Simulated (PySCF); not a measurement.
C2H5AlO2. Atoms are numbered in the order given.

```xyz
10

Al    -0.0287    -0.4728     0.0000
C     -0.7692     1.3090     0.0000
C      0.0155     2.4005     0.0000
H     -1.8556     1.4743     0.0000
H     -0.3902     3.4210     0.0000
H      1.1097     2.3260     0.0000
O      1.6709    -0.5932     0.0000
H      2.2292    -1.3733     0.0000
O     -1.0855    -1.8083     0.0000
H     -0.8807    -2.7459     0.0000
```
Charge 0, spin multiplicity 1.

Geometry optimised at B3LYP-D3(BJ)/def2-SVP. The structure was generated by enumeration; whether it is a known compound was not checked. Other conformers were not sampled.

All values below come from PySCF with TDDFT-CAM-B3LYP/def2-SVPD.

Vertical excitations. Isolated molecule, no solvent. State labels are in the subgroup Cs.

```csv
state,symmetry,energy (eV),λ (nm),f,main pairs
S1,A",6.15,202,0.004,HOMO−1→LUMO+1 95 %
S2,A",6.68,186,0.009,HOMO→LUMO 87 %
S3,A',6.76,183,0.324,HOMO→LUMO+1 97 %
S4,A",7.20,172,0.000,HOMO−2→LUMO 89 %
S5,A',7.34,169,0.044,"HOMO−1→LUMO 60 %, HOMO−3→LUMO 26 %"
S6,A',7.41,167,0.067,"HOMO−3→LUMO 58 %, HOMO−1→LUMO 27 %"
S7,A",7.76,160,0.000,HOMO−3→LUMO+1 91 %
S8,A",7.82,159,0.196,HOMO−4→LUMO 64 %
S9,A",7.96,156,0.000,"HOMO→LUMO+2 34 %, HOMO→LUMO+4 26 %, HOMO−4→LUMO 14 %, HOMO→LUMO+3 14 %"
S10,A',8.03,154,0.092,HOMO−2→LUMO+1 87 %
T1,A',4.05,306,0,HOMO→LUMO+1 87 %
T2,A",5.47,227,0,HOMO−1→LUMO+1 94 %
T3,A",6.55,189,0,HOMO→LUMO 82 %
T4,A",6.89,180,0,HOMO−2→LUMO 83 %
```
Triplets are in the Tamm–Dancoff approximation, which puts them higher than full response would, so one can lie above its singlet here.
